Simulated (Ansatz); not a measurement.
Total energies of the cluster Si4O4 from Ansatz at PBE0-D4/def2-TZVPD, gas phase (1 Eh = 27.2114 eV = 2625.5 kJ/mol). The reference geometry is relaxed at B3LYP-D4/def2-SVP.

```
atom   x (Å)   y (Å)   z (Å)
 Si1   1.861  -1.260  -0.030
 Si2  -1.679   0.916  -1.181
 Si3   1.102   1.939   0.282
 Si4  -1.284  -1.595   0.928
  O5   0.349  -1.726   0.543
  O6  -0.349   1.725  -0.543
  O7   1.794   0.411   0.154
  O8  -1.794  -0.411  -0.153
```

```csv
state,geometry,energy (Eh)
charge 0 singlet,reference,-1458.51007
charge -1 doublet,reference,-1458.55354
free Si atom (triplet),–,-289.24952
free O atom (triplet),–,-75.01925
```

Problem. Work out the vertical electron affinity, to the doublet.

Solution. E(charge 0 singlet) − E(charge -1 doublet) = -1458.51007 − (-1458.55354) = 0.04347 Eh = 1.18 eV.

Problem. What is the binding energy per atom against free atoms?

Solution. Atoms: 4 × (-289.24952) + 4 × (-75.01925) = -1457.07508 Eh. Binding: -1457.07508 − (-1458.51007) = 1.43499 Eh = 39.05 eV, or 4.88 eV for each of 8 atoms (no zero-point energy, no counterpoise term).

The restricted singlet is unstable towards broken spin symmetry in Hartree–Fock (as tested in another run); at PBE0-D4/def2-TZVPD this wasn't settled. At PBE0-D4/def2-TZVPD the highest occupied level of the charge -1 doublet lies above zero (up to 0.23 eV). By energy differences its removal costs 1.18 eV (vertical, to the charge 0 singlet, at PBE0-D4/def2-TZVPD); a positive level beside a positive removal energy at the same level points to self-interaction error. 

The structure comes from a short search, and lower isomers may exist.
